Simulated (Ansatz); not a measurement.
Mulliken charges of AlBH4SSi, SMILES `[SiH3][B]1[AlH][S]1` from PBE/def2-TZVPP in Ansatz (PBE0-D4/def2-TZVP geometry).

```
atom   x (Å)   y (Å)   z (Å)  charge (e)
 Si1  -0.389   1.406  -0.631       0.084
  B2   0.253  -0.314   0.140       0.133
 Al3   0.108  -2.166   0.911       0.181
  S4   1.898  -0.927   0.512      -0.168
  H5  -1.161   1.131  -1.876      -0.054
  H6  -1.314   2.065   0.334      -0.054
  H7   0.704   2.364  -0.960      -0.057
  H8  -0.006  -3.615   1.515      -0.065
```

Q: By hand: the dipole of these point charges (1 e Å = 4.8032 D).

A: Σ q r = (-0.204, -0.232, 0.084) e Å, of length 0.320 e Å = 1.54 D.

Q: How does the dipole of the full density compare? (An estimate is asked.)

A: The calculation gave: (-0.125, -0.339, 0.134) e Å, 1.85 D; the point charges give 0.83 times that, at 21° from its direction.

Point charges leave out the atoms' own dipoles, such as those of lone pairs, and Mulliken's split depends on the basis, so the two needn't agree.
